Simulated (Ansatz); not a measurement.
Cost and result for the atomization energy of `C[S][Zn][S]C` (11 atoms, 10 bonds).

```xyz
11

C     0.118    2.693    0.981
S     0.867    1.268    1.841
Zn    0.960   -0.219    0.276
S     1.082   -1.714   -1.281
C    -0.497   -2.606   -1.090
H     0.742    3.041    0.159
H    -0.882    2.465    0.617
H     0.043    3.491    1.720
H    -0.503   -3.386   -1.853
H    -0.578   -3.079   -0.113
H    -1.353   -1.954   -1.258
```

The species carries charge 0 and has multiplicity 1. For Zn the d shell is correlated and the shells below it are frozen. Scalar relativity is left out up to krypton. The structure was optimised at the PBE0-D4/def2-TZVP level. It is one conformer, not always the lowest. Program: Ansatz. All runs use 2 threads of an AMD EPYC 7R13 on a shared host and a share of an NVIDIA H100 80 GB. Times are those of one run each, without the atoms' runs, and a repeat can differ threefold. Electronic energies, without spin–orbit coupling; frozen cores. CCSD(T)/CBS adds CCSD(T) − MP2 in def2-TZVPP to the MP2 limit, and its time is that of the two runs behind it. T1 = 0.013. With those shells the extrapolation isn't a true limit.

CCSD(T)/CBS is a level of theory with its own doubt, some kJ/mol a heavy atom from the limit and from the frozen cores, so smaller differences don't rank the functionals.

| level | functions | wall time |
| --- | --- | --- |
| CCSD(T)/def2-SVP | 125 | 6 s |
| PBE-QIDH/def2-TZVPP | 294 | 7 s |
| PBE0-D4/def2-TZVPP | 294 | 8.5 s |
| B2PLYP/def2-TZVPP | 294 | 8.5 s |
| B97M-V/def2-TZVPP | 294 | 9 s |
| CAM-B3LYP-D4/def2-TZVPP | 294 | 9.5 s |
| MP2/def2-QZVPP | 534 | 9.5 s |
| CCSD(T)/def2-TZVPP | 294 | 11 s |
| LDA (SPW92)/def2-TZVPP | 294 | 12 s |
| BLYP-D4/def2-TZVPP | 294 | 12 s |
| BHLYP-D4/def2-TZVPP | 294 | 12 s |
| PBE-D4/def2-TZVPP (with forces) | 294 | 13 s |
| CCSD(T)/CBS(def2) | – | 21 s |

Question: What atomization energy does each give, and how far from CCSD(T)/CBS? (An estimate is asked.)

Answer: The calculation gave: 
```
                          level  atomization (kJ/mol)  difference from CCSD(T)/CBS  per bond
               CCSD(T)/def2-SVP                3393.6                       -240.8     -24.1
            PBE-QIDH/def2-TZVPP                3632.5                         -1.9      -0.2
             PBE0-D4/def2-TZVPP                3656.1                         21.7       2.2
              B2PLYP/def2-TZVPP                3573.7                        -60.7      -6.1
              B97M-V/def2-TZVPP                3647.1                         12.7       1.3
        CAM-B3LYP-D4/def2-TZVPP                3622.1                        -12.3      -1.2
                 MP2/def2-QZVPP                3646.9                         12.5       1.2
             CCSD(T)/def2-TZVPP                3526.1                       -108.3     -10.8
         LDA (SPW92)/def2-TZVPP                4156.7                        522.3      52.2
             BLYP-D4/def2-TZVPP                3583.5                        -50.9      -5.1
            BHLYP-D4/def2-TZVPP                3527.3                       -107.1     -10.7
PBE-D4/def2-TZVPP (with forces)                3698.6                         64.2       6.4
              CCSD(T)/CBS(def2)                3634.4                          0.0       0.0
```

From BLYP to BHLYP (50 % exact exchange), in def2-TZVPP and without D4, the atomization energy moves by −36.2 kJ/mol: exact exchange takes away binding that semilocal exchange gives to molecules. In def2-TZVPP, CCSD(T) changes the Hartree–Fock value by +871.9 kJ/mol (the triples alone add +56.4 kJ/mol) and MP2 by +927.7 kJ/mol; breaking electron pairs costs correlation energy, which Hartree–Fock lacks. At CCSD(T), def2-SVP lies −240.8 kJ/mol from the extrapolated value and def2-TZVPP −108.3 kJ/mol: correlation converges slowly with the basis, and small sets miss more of it in the bonded molecule than in its fragments.
